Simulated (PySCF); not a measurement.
## `C[C@@]1(C(F)(F)F)C[C@]1(F)C(=O)Cl`: 4 charge schemes on one density

Species: C₆H₅ClF₄O.
Geometry (GFN2-xTB, Å), atoms numbered from 1 in this order:
```
atom  x, y, z in Å
C1    -0.4818    1.3230   -1.2358
C2    -0.3519    0.1639   -0.2729
C3    -1.1645    0.3583    0.9966
F4    -0.4750    1.0261    1.9352
F5    -2.2682    1.0824    0.7582
F6    -1.5823   -0.7815    1.5488
C7    -0.1271   -1.2274   -0.7851
C8     1.0207   -0.4947   -0.1431
F9     1.9750    0.0011   -0.9741
C10    1.5379   -0.9362    1.1803
O11    0.9822   -1.6765    1.9252
Cl12   3.0915   -0.2406    1.5584
H13    0.2065    1.1989   -2.0668
H14   -0.2513    2.2596   -0.7308
H15   -1.4986    1.3769   -1.6201
H16   -0.0819   -1.3637   -1.8547
H17   -0.5381   -2.0575   -0.2294
```

Density: PBE0/pcSseg-1 (PySCF); schemes: Mulliken, IAO, Hirshfeld and ESP-fitted. Geometry: GFN2-xTB, one conformer, isolated molecule.

Problem. Atoms with like bonding are taken together and averaged. At which atom do the 4 schemes differ most?

Solution. At C3: from +0.263 (Hirshfeld) to +0.958 e (Mulliken), 0.695 e apart.

Problem. Do the Mulliken, IAO, Hirshfeld and ESP-fitted schemes agree on where the charge is lowest?

Solution. The schemes don't all agree: Mulliken C2 (-0.649); IAO C1 (-0.421); Hirshfeld O11 (-0.193); ESP-fitted C1 (-0.604).

Problem. What partial charge does each atom carry?

Solution. In e; atoms taken as equivalent share a row and are averaged (×n: the atom named and its like, n in all):

```json
{"atom": "C1", "environment": "methyl carbon", "Mulliken": "-0.102", "IAO": "-0.421", "Hirshfeld": "-0.121", "ESP-fitted": "-0.604"}
{"atom": "C2", "environment": "three-membered-ring carbon", "Mulliken": "-0.649", "IAO": "-0.030", "Hirshfeld": "-0.017", "ESP-fitted": "-0.005"}
{"atom": "C3", "environment": "CF3 carbon", "Mulliken": "+0.958", "IAO": "+0.802", "Hirshfeld": "+0.263", "ESP-fitted": "+0.586"}
{"atom": "F4/F5/F6", "environment": "fluorine of a CF3 group", "Mulliken": "-0.264", "IAO": "-0.276", "Hirshfeld": "-0.082", "ESP-fitted": "-0.190"}
{"atom": "C7", "environment": "three-membered-ring carbon", "Mulliken": "-0.009", "IAO": "-0.287", "Hirshfeld": "-0.084", "ESP-fitted": "-0.276"}
{"atom": "C8", "environment": "sp3 C–F carbon", "Mulliken": "+0.212", "IAO": "+0.240", "Hirshfeld": "+0.075", "ESP-fitted": "+0.305"}
{"atom": "F9", "environment": "alkyl fluorine", "Mulliken": "-0.272", "IAO": "-0.283", "Hirshfeld": "-0.075", "ESP-fitted": "-0.229"}
{"atom": "C10", "environment": "acyl halide carbon", "Mulliken": "+0.273", "IAO": "+0.332", "Hirshfeld": "+0.159", "ESP-fitted": "+0.280"}
{"atom": "O11", "environment": "carbonyl oxygen", "Mulliken": "-0.294", "IAO": "-0.347", "Hirshfeld": "-0.193", "ESP-fitted": "-0.324"}
{"atom": "Cl12", "environment": "chlorine bonded to C", "Mulliken": "-0.059", "IAO": "-0.033", "Hirshfeld": "-0.033", "ESP-fitted": "-0.072"}
{"atom": "H13/H14/H15", "environment": "methyl hydrogen", "Mulliken": "+0.138", "IAO": "+0.164", "Hirshfeld": "+0.049", "ESP-fitted": "+0.200"}
{"atom": "H16", "environment": "methylene hydrogen", "Mulliken": "+0.154", "IAO": "+0.177", "Hirshfeld": "+0.069", "ESP-fitted": "+0.167"}
{"atom": "H17", "environment": "methylene hydrogen", "Mulliken": "+0.166", "IAO": "+0.187", "Hirshfeld": "+0.057", "ESP-fitted": "+0.141"}
```

Mean size of the charges over all atoms: IAO 0.262 e, Mulliken 0.256 e, ESP-fitted 0.245 e, Hirshfeld 0.091 e. Each set sums to the total charge, 0, to within 0.001 e. The IAO scheme counts the electrons in orthogonalised intrinsic atomic orbitals, a minimal basis polarised so that it spans the occupied orbitals exactly. The ESP scheme fits charges at the nuclei, held to the total charge, to the electrostatic potential on points at 1.4 to 2.0 times the van der Waals radii.

Some averages cover members that differ in this geometry: H13/H14/H15, ESP-fitted +0.187 to +0.217 e.

Problem. Sum the charges by element, for elements with more than one atom.

Solution. 
```
element  atoms  Mulliken     IAO  Hirshfeld  ESP-fitted
      C      6    +0.684  +0.636     +0.276      +0.287
      F      4    -1.064  -1.112     -0.322      -0.800
      H      5    +0.734  +0.855     +0.273      +0.910
```

Problem. How many electrons does the ESP-fitted scheme count on C7?

Solution. Z − q = 6 − (-0.276) = 6.276.

Problem. How closely do the schemes follow one another over all atoms?

Solution. Correlation coefficient and root-mean-square difference: IAO with Hirshfeld 0.97, 0.207 e; IAO with ESP-fitted 0.96, 0.085 e; Hirshfeld with ESP-fitted 0.93, 0.189 e; Mulliken with IAO 0.84, 0.188 e; Mulliken with Hirshfeld 0.83, 0.256 e; Mulliken with ESP-fitted 0.74, 0.232 e.
